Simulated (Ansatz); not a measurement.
Single points on Zn2O2⁺.

```yaml
crystal:
  periodic: [false, false, false]
  atoms:
    - {symbol: Zn, position_ang: [1.622754, -0.048297, -0.136932]}
    - {symbol: Zn, position_ang: [-0.304655, 1.081953, -1.177771]}
    - {symbol: O, position_ang: [-0.165594, -0.805479, 0.927062]}
    - {symbol: O, position_ang: [-1.152505, -0.228186, 0.387641]}
basis:
  gaussian: {orbitals: def2-TZVP, initial_orbitals: start.molden}
total_charge: 1
magnetization: {spin_polarized: true, initial_magnetization: 1}
hamiltonian: {xc: {name: B97M-V}}
scf: {omitted_lower_state_checks: [starts]}
output: {orbitals: {seedname: orbitals}}
```

The file start.molden holds the orbitals of an earlier run on this structure, at another level or in another basis.

```sh
$ ansatz run in.yaml --threads 4 --pin off --events-out ev --progress --plain --max-ram 3916MiB
```

Output, abridged:

```
Functional definition: B97M-V
1222 factors; their error is unknown
mean field evaluation 1: about -100904.0362 eV, gradient 1.0e1 eV
mean field evaluation 2: about -100904.1738 eV, gradient 2.3e-1 eV
mean field evaluation 4: about -100904.1569 eV, gradient 1.5e-1 eV
mean field evaluation 8: about -100904.1569 eV, gradient 1.5e-5 eV
mean field -100904.15692201 eV, -3708.1593715896 hartree, gradient 1.5e-5 eV, S^2 0.804676; 0 other end points of the search recorded, 0 dependent functions left out
reference -100904.15698030 eV, -3708.1593737320 hartree; 38, 37 occupied and 120, 121 virtual orbitals, 1222 factors
Total energy: -100904.15698030 eV, -3708.1593737320 hartree
Checks for a lower state left out: starts
```

Run time 9.5 s (4 threads of Arm Neoverse V2 on a shared host).

As the first input, with `gaussian: {orbitals: 6-31G}`, `hamiltonian: {xc: {name: B3LYP}, dispersion: d4}` (abridged; 1.9 s):

```
Functional definition: B3LYP
mean field evaluation 16: about -100906.0167 eV, gradient 1.2e-2 eV
mean field -100906.01674137 eV, -3708.2277186906 hartree, gradient 2.2e-5 eV, S^2 0.821647
Total energy: -100906.14613473 eV, -3708.2324738089 hartree
Checks for a lower state left out: starts
```

As the first input, with `hamiltonian: {xc: {name: BLYP}, dispersion: d4}` (abridged; 3.1 s):

```
Functional definition: BLYP
mean field -100929.84672348 eV, -3709.1034543805 hartree, gradient 6.2e-5 eV, S^2 0.776193
Total energy: -100930.01975432 eV, -3709.1098131469 hartree
Checks for a lower state left out: starts
```

The first input with `gaussian: {orbitals: STO-3G}`, `hamiltonian: {xc: hf}` (abridged; 1.8 s):

```
Functional definition: HF
mean field evaluation 16: about -99615.3840 eV, gradient 5.3e1 eV
mean field evaluation 32: about -99657.7447 eV, gradient 3.4e-1 eV
mean field evaluation 64: about -99657.7784 eV, gradient 1.7e-5 eV
mean field -99657.77837555 eV, -3662.3558048332 hartree, gradient 7.3e-6 eV, S^2 3.873657
Total energy: -99657.77837555 eV, -3662.3558048332 hartree
Checks for a lower state left out: starts
```

First input, but with `gaussian: {orbitals: 6-31G}`, `hamiltonian: {xc: hf}` (abridged; 1.1 s):

```
Functional definition: HF
mean field evaluation 16: about -100796.1963 eV, gradient 2.7e-3 eV
mean field evaluation 32: about -100796.6771 eV, gradient 1.6e-5 eV
mean field -100796.67707013 eV, -3704.2095598856 hartree, gradient 1.5e-5 eV, S^2 1.771855
Total energy: -100796.67707013 eV, -3704.2095598856 hartree
Checks for a lower state left out: starts
```

First input, but with `hamiltonian: {xc: {name: CAM-B3LYP}, dispersion: d4}` (abridged; 11 s):

```
Functional definition: CAM-B3LYP
mean field -100929.26403662 eV, -3709.0820410336 hartree, gradient 7.2e-6 eV, S^2 0.862128
Total energy: -100929.33075026 eV, -3709.0844927145 hartree
Checks for a lower state left out: starts
```

As the first input, with `hamiltonian: {xc: pbe, dispersion: d4}`, `output: {forces: true, orbitals: {seedname: orbitals}}` (abridged; 3.1 s):

```
Functional definition: PBE
mean field -100906.71293652 eV, -3708.2533033904 hartree, gradient 5.9e-5 eV, S^2 0.775308
Total energy: -100906.79046825 eV, -3708.2561526290 hartree
Atom 0 force     0.174932    -0.045724     0.034769 eV/Å
Atom 1 force    -0.087213     0.109215    -0.116274 eV/Å
Atom 2 force     0.166090    -0.146291     0.138253 eV/Å
Atom 3 force    -0.253809     0.082801    -0.056747 eV/Å
Dipole moment:     0.320352     0.252608    -0.321083 e Å
Checks for a lower state left out: starts
```

Geometry: PBE-D4/def2-SVP.

The 6-31G sets use Cartesian d functions. B3LYP takes the VWN-RPA correlation. The structure holds one bond between oxygen atoms, so isomers without such links may lie far lower. At HF/STO-3G, HF/6-31G the charge 1 doublet is spin-contaminated (final ⟨S²⟩ up to 3.87, 0.75 for a pure state). The structure comes from a short search, and lower isomers may exist.
